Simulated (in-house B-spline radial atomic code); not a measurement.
Computed with a B-spline radial atomic code. Model: two electrons, singlet ground state, non-relativistic, full CI in B-splines with partial waves to l = 8 (at full coupling up to 3e-4 hartree above the limit, correlation up to 0.6 % small), density held at that of full coupling by Lieb maximisation.

Along the adiabatic connection the electron repulsion is scaled by a coupling λ while a local potential keeps the density fixed. At λ = 0 the system is the Kohn-Sham one and W equals the exchange energy; the exchange-correlation energy is the area under W between 0 and 1. The kinetic energy rises with λ as the electrons avoid each other, with dT/dλ = −λ dW/dλ.

Command:
```bash
python run_ac.py task.json out
```
Settings (lengths in bohr, energies in hartree):
```
potential              coulomb
strength               0.908
lmax                   8
wall_radius            0.637
```

Cost of the run: 1.3 s on 1 thread of Intel(R) Xeon(R) Processor @ 2.30GHz (shared host).

**W = mean repulsion less Hartree energy, and W of three functionals.**

Given: confinement point charge; nuclear charge 0.908; hard wall radius 0.637 bohr; external potential -Z/r.

Computed: LDA exchange minus exact 396.8 millihartree; SCAN exchange minus exact -14.239 millihartree.

```csv
coupling,W xc (hartree),W xc minus exchange (millihartree),kinetic minus Kohn-Sham (millihartree),LDA (PW92) W minus its exchange (millihartree),PBE W minus its exchange (millihartree),SCAN W minus its exchange (millihartree)
0,-2.8724,0,0,0,0,0
0.02,-2.8745,-2.127,0,-14.62,-3.59,-1.96
0.05,-2.8777,-5.307,0.1,-30.97,-8.91,-4.86
0.12,-2.885,-12.659,0.8,-61.77,-21.03,-11.52
0.25,-2.8985,-26.076,3.2,-107.43,-42.48,-23.59
0.4,-2.9136,-41.186,8.1,-150.9,-65.75,-37.09
0.6,-2.9331,-60.732,17.9,-200.19,-94.72,-54.48
0.8,?,?,?,?,?,?
1,-2.9703,-97.869,47.5,-281.37,-147.1,-87.48
1.4,-3.005,-132.57,89.1,-348.35,-193.76,-118.4
2,-3.0529,-180.48,170.3,-432.35,-255.69,-161.44
3,-3.1231,-250.72,345,-544.72,-343.28,-225.69
4.5,?,?,?,?,?,?
7,-3.3202,-447.8,1294,-831.9,-584.39,-417.99
10,-3.4144,-542.05,2087.1,-967.04,-703.82,-518.54
```

(1) What belongs in the row 0.8?

(2) What belongs in the row 4.5?

(3) What is the PBE exchange minus exact?

**Energy parts, natural occupations and partial-wave weights.**

Computed: exchange energy -2.8724 hartree; correlation energy -0.050341 hartree; kinetic part of the DFT correlation energy 0.047529 hartree; initial slope twice GL2 -0.10652 hartree; kinetic part over minus potential part 0.48563; Hartree energy 5.7448 hartree; Lieb Oxford ratio E_xc over LDA exchange 1.1806.

```csv
natural,occupation of the shell (electrons)
s,1.9972
p,0.0024964
d,?
s,8.5958e-05
f,1.6848e-05
p,1.5914e-05
```

(4) What belongs in the row d?

```csv
wave,weight
s,0.99867
p,?
d,6.3453e-05
f,9.0288e-06
g,2.1067e-06
```

(5) What belongs in the row p?

(6) What is the Kohn-Sham kinetic?

(7) What is the total energy?

Answers

(1) W xc (hartree): -2.952; W xc minus exchange (millihartree): -79.618; kinetic minus Kohn-Sham (millihartree): 31.1; LDA (PW92) W minus its exchange (millihartree): -243.05; PBE W minus its exchange (millihartree): -121.74; SCAN W minus its exchange (millihartree): -71.26.

(2) W xc (hartree): -3.2102; W xc minus exchange (millihartree): -337.8; kinetic minus Kohn-Sham (millihartree): 669.1; LDA (PW92) W minus its exchange (millihartree): -674.36; PBE W minus its exchange (millihartree): -449.56; SCAN W minus its exchange (millihartree): -308.08.

(3) 127.58 millihartree.

(4) occupation of the shell (electrons): 0.00012285.

(5) weight: 0.0012566.

(6) 24.434 hartree.

(7) 20.0204 hartree.

Half-way to full coupling W has made 52 % of its drop, against 50 % for a straight line, and second-order (GL2) theory, half the initial slope, overshoots the correlation energy by about 6 %: correlation is weak here. Over couplings 0 to 1 the errors in E_xc come to about +281 millihartree for LDA, +100 millihartree for PBE, -9.1 millihartree for SCAN, so SCAN is nearest. In LDA and PBE and SCAN the errors of exchange and correlation have opposite signs, so the sum is smaller than the larger of the two.
